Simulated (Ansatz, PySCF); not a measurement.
C3H10OSi2, SMILES C[Si@H]1CO[C@H]1[SiH3]. Atoms are numbered in the order given.

```xyz
16

C     -1.8300     1.5161    -0.0890
Si    -1.2436    -0.2203     0.2918
C     -0.6713    -1.3490    -1.1336
O      0.6539    -1.4244    -0.5919
C      0.6207    -0.5458     0.5586
Si     1.8489     0.8677     0.3146
H     -1.1891     1.9951    -0.8440
H     -2.8633     1.5011    -0.4704
H     -1.8197     2.1393     0.8194
H     -2.1535    -0.8504     1.2994
H     -1.1252    -2.3523    -1.2123
H     -0.6685    -0.8995    -2.1436
H      0.8571    -1.1022     1.4852
H      1.7874     1.8036     1.4835
H      3.2448     0.3546     0.1754
H      1.4987     1.6300    -0.9235
```

The structure is a stationary point at PBE0-D3(BJ)/def2-SVP. The structure was generated by enumeration; whether it is a known compound was not checked.

Two levels are set side by side: PBE-D3(BJ)/def2-SVP (Ansatz, a program for electronic structure) and PBE0-D3(BJ)/def2-SVP (Ansatz). Each level has its own optimised geometry; the coordinates shown are those of the second. Frequencies come from the Hessian of PySCF at each geometry. Differences are taken from unrounded values.

```json
[
 {"quantity": "mean bond length (Å)", "PBE0-D3(BJ)": "1.441", "PBE-D3(BJ)": "1.453", "PBE-D3(BJ) minus PBE0-D3(BJ)": "0.011"},
 {"quantity": "bond C1–Si2 (Å)", "PBE0-D3(BJ)": "1.872", "PBE-D3(BJ)": "1.883", "PBE-D3(BJ) minus PBE0-D3(BJ)": "0.012"},
 {"quantity": "bond Si2–C3 (Å)", "PBE0-D3(BJ)": "1.906", "PBE-D3(BJ)": "1.918", "PBE-D3(BJ) minus PBE0-D3(BJ)": "0.012"},
 {"quantity": "bond Si2–C5 (Å)", "PBE0-D3(BJ)": "1.911", "PBE-D3(BJ)": "1.924", "PBE-D3(BJ) minus PBE0-D3(BJ)": "0.012"},
 {"quantity": "bond C3–O4 (Å)", "PBE0-D3(BJ)": "1.434", "PBE-D3(BJ)": "1.451", "PBE-D3(BJ) minus PBE0-D3(BJ)": "0.018"},
 {"quantity": "bond O4–C5 (Å)", "PBE0-D3(BJ)": "1.448", "PBE-D3(BJ)": "1.468", "PBE-D3(BJ) minus PBE0-D3(BJ)": "0.020"},
 {"quantity": "bond C5–Si6 (Å)", "PBE0-D3(BJ)": "1.888", "PBE-D3(BJ)": "1.901", "PBE-D3(BJ) minus PBE0-D3(BJ)": "0.013"},
 {"quantity": "bond C1–H7 (Å)", "PBE0-D3(BJ)": "1.100", "PBE-D3(BJ)": "1.108", "PBE-D3(BJ) minus PBE0-D3(BJ)": "0.008"},
 {"quantity": "bond C1–H8 (Å)", "PBE0-D3(BJ)": "1.102", "PBE-D3(BJ)": "1.110", "PBE-D3(BJ) minus PBE0-D3(BJ)": "0.008"},
 {"quantity": "bond C1–H9 (Å)", "PBE0-D3(BJ)": "1.102", "PBE-D3(BJ)": "1.110", "PBE-D3(BJ) minus PBE0-D3(BJ)": "0.008"},
 {"quantity": "bond Si2–H10 (Å)", "PBE0-D3(BJ)": "1.497", "PBE-D3(BJ)": "1.508", "PBE-D3(BJ) minus PBE0-D3(BJ)": "0.011"},
 {"quantity": "bond C3–H11 (Å)", "PBE0-D3(BJ)": "1.104", "PBE-D3(BJ)": "1.112", "PBE-D3(BJ) minus PBE0-D3(BJ)": "0.008"},
 {"quantity": "bond C3–H12 (Å)", "PBE0-D3(BJ)": "1.105", "PBE-D3(BJ)": "1.115", "PBE-D3(BJ) minus PBE0-D3(BJ)": "0.010"},
 {"quantity": "bond C5–H13 (Å)", "PBE0-D3(BJ)": "1.106", "PBE-D3(BJ)": "1.115", "PBE-D3(BJ) minus PBE0-D3(BJ)": "0.008"},
 {"quantity": "bond Si6–H14 (Å)", "PBE0-D3(BJ)": "1.499", "PBE-D3(BJ)": "1.509", "PBE-D3(BJ) minus PBE0-D3(BJ)": "0.011"},
 {"quantity": "bond Si6–H15 (Å)", "PBE0-D3(BJ)": "1.494", "PBE-D3(BJ)": "1.504", "PBE-D3(BJ) minus PBE0-D3(BJ)": "0.010"},
 {"quantity": "bond Si6–H16 (Å)", "PBE0-D3(BJ)": "1.496", "PBE-D3(BJ)": "1.506", "PBE-D3(BJ) minus PBE0-D3(BJ)": "0.010"},
 {"quantity": "highest harmonic wavenumber (cm⁻¹)", "PBE0-D3(BJ)": "3171", "PBE-D3(BJ)": "3083", "PBE-D3(BJ) minus PBE0-D3(BJ)": "-88"},
 {"quantity": "mean harmonic wavenumber (cm⁻¹)", "PBE0-D3(BJ)": "1242", "PBE-D3(BJ)": "1198", "PBE-D3(BJ) minus PBE0-D3(BJ)": "-43"},
 {"quantity": "zero-point energy (kcal/mol)", "PBE0-D3(BJ)": "74.55", "PBE-D3(BJ)": "71.96", "PBE-D3(BJ) minus PBE0-D3(BJ)": "-2.60"}
]
```

GGA bonds tend to be longer and softer than those of functionals with exact exchange. Differences between two approximate levels are no errors against the true value.
